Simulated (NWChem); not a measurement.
The numbers come from NWChem runs, not from measurements. System: H₄Zr, charge 0, spin multiplicity 1, at a geometry optimised with PBE0/def2-SVP with def2 effective core potentials on Zr. The structure started from a generated list of species. Level: TD-PBE/def2-SVPD with def2 effective core potentials on Zr.

Job file:

```
start mol
memory heap 200 mb stack 900 mb global 1100 mb
geometry units angstroms nocenter noautoz
  Zr     0.000000     0.000000    -0.000000
  H      1.505796     0.000000    -1.064809
  H     -1.505796     0.000000    -1.064809
  H      0.000000     1.505790     1.064816
  H      0.000000    -1.505790     1.064816
  symmetry group C2v
end
basis spherical
  * library def2-svpd
end
ecp
  Zr library def2-ecp
end
dft
  xc xpbe96 cpbe96
  semidirect memsize 60000000 filesize 0
  iterations 100
end
tddft
  rpa
  nroots 6
  notriplet
  thresh 1e-4
end
task tddft energy
```

Output (cleaned and shortened):

```
             Northwest Computational Chemistry Package (NWChem) 7.3.0
             --------------------------------------------------------

                                NWChem Input Module
                                -------------------

 Scaling coordinates for geometry "geometry" by  1.889725989
 (inverse scale =  0.529177249)

 Turning off AUTOSYM since
 SYMMETRY directive was detected!

                             Geometry "geometry" -> ""
                             -------------------------

 Output coordinates in angstroms (scale by  1.889725989 to convert to a.u.)

  No.       Tag          Charge          X              Y              Z
 ---- ---------------- ---------- -------------- -------------- --------------
    1 Zr                  40.0000     0.00000000     0.00000000     0.00000000
    2 H                    1.0000     1.50579600     0.00000000    -1.06480900
    3 H                    1.0000    -1.50579600     0.00000000    -1.06480900
    4 H                    1.0000     0.00000000     1.50579000     1.06481600
    5 H                    1.0000     0.00000000    -1.50579000     1.06481600

 Effective nuclear repulsion energy (a.u.)      46.9637705641

            Nuclear Dipole moment (a.u.)
            ----------------------------
        X                 Y               Z
 ---------------- ---------------- ----------------
     0.0000000000     0.0000000000     0.0000264562

      Symmetry information
      --------------------

 Group name             C2v
 Group number             16
 Group order               4
 No. of unique centers     3

      Symmetry unique atoms

     1    2    4


 Summary of "ao basis" -> "" (spherical)
 ------------------------------------------------------------------------------
       Tag                 Description            Shells   Functions and Types
 ---------------- ------------------------------  ------  ---------------------
 *                         def2-svpd                  on all atoms

 Summary of "ao basis" -> "ao basis" (spherical)
 ------------------------------------------------------------------------------
[...]
            d_CD2 =  -1.1595 Angstrom
            d_CD3 =   2.7137 Angstrom
     Pearson C.C. =  -0.0140

     Occ.    6  b2  ---  Virt.   10  a1  -0.86552 X
     Occ.    7  b1  ---  Virt.    9  a2  -0.49977 X
  ----------------------------------------------------------------------------
  Root   4 singlet a1             0.143596389 a.u.                3.9075 eV
  ----------------------------------------------------------------------------
     Transition Moments    X -0.00000   Y  0.00000   Z  0.16792
     Transition Moments   XX  1.13194  XY -0.00000  XZ -0.00000
     Transition Moments   YY -1.13203  YZ -0.00000  ZZ  0.00014
     Dipole Oscillator Strength                    0.0026992763
     Electric Quadrupole                           0.0000000202
     Magnetic Dipole                               0.0000000000
     Total Oscillator Strength                     0.0026992965

          sigma_e =   1.3910 Angstrom
          sigma_h =   1.8244 Angstrom
         |d_h->e| =   0.0001 Angstrom
            d_exc =   2.3210 Angstrom
            d_CD1 =   0.4334 Angstrom
            d_CD2 =  -1.6076 Angstrom
            d_CD3 =   2.3211 Angstrom
     Pearson C.C. =  -0.0244

     Occ.    5  a1  ---  Virt.   11  a1  -0.06632 X
     Occ.    8  a1  ---  Virt.   10  a1   0.99641 X
  ----------------------------------------------------------------------------
  Root   5 singlet b2             0.143597937 a.u.                3.9075 eV
  ----------------------------------------------------------------------------
     Transition Moments    X -0.00000   Y  0.16794   Z -0.00000
     Transition Moments   XX -0.00000  XY -0.00000  XZ -0.00000
     Transition Moments   YY  0.00000  YZ -1.13185  ZZ  0.00000
     Dipole Oscillator Strength                    0.0026999231
     Electric Quadrupole                           0.0000000202
     Magnetic Dipole                               0.0000000000
     Total Oscillator Strength                     0.0026999433

          sigma_e =   1.3906 Angstrom
          sigma_h =   1.7830 Angstrom
         |d_h->e| =   0.4185 Angstrom
            d_exc =   2.3210 Angstrom
            d_CD1 =   0.8108 Angstrom
            d_CD2 =  -1.1684 Angstrom
            d_CD3 =   2.7394 Angstrom
     Pearson C.C. =  -0.0199

     Occ.    5  a1  ---  Virt.   13  b2   0.06631 X
     Occ.    6  b2  ---  Virt.   10  a1   0.49825 X
     Occ.    7  b1  ---  Virt.    9  a2  -0.86289 X
  ----------------------------------------------------------------------------
  Root   6 singlet b1             0.143598151 a.u.                3.9075 eV
  ----------------------------------------------------------------------------
     Transition Moments    X  0.16793   Y  0.00000   Z  0.00000
     Transition Moments   XX  0.00000  XY -0.00000  XZ  1.13185
     Transition Moments   YY -0.00000  YZ -0.00000  ZZ  0.00000
     Dipole Oscillator Strength                    0.0026998170
     Electric Quadrupole                           0.0000000202
     Magnetic Dipole                               0.0000000000
     Total Oscillator Strength                     0.0026998372

          sigma_e =   1.3906 Angstrom
          sigma_h =   1.7830 Angstrom
         |d_h->e| =   0.4185 Angstrom
            d_exc =   2.3210 Angstrom
            d_CD1 =   0.8109 Angstrom
            d_CD2 =  -1.1683 Angstrom
            d_CD3 =   2.7395 Angstrom
     Pearson C.C. =  -0.0199

     Occ.    5  a1  ---  Virt.   12  b1   0.06631 X
     Occ.    6  b2  ---  Virt.    9  a2  -0.86290 X
     Occ.    7  b1  ---  Virt.   10  a1   0.49822 X

              Target root =      1
          Target symmetry = none
      Ground state energy =    -49.335047231415
        Excitation energy =      0.134802986641
     Excited state energy =    -49.200244244774

  stored tddft:energy   -49.200244244774467

 Task  times  cpu:       16.4s     wall:       16.4s

 Total times  cpu:       16.4s     wall:       16.4s
```
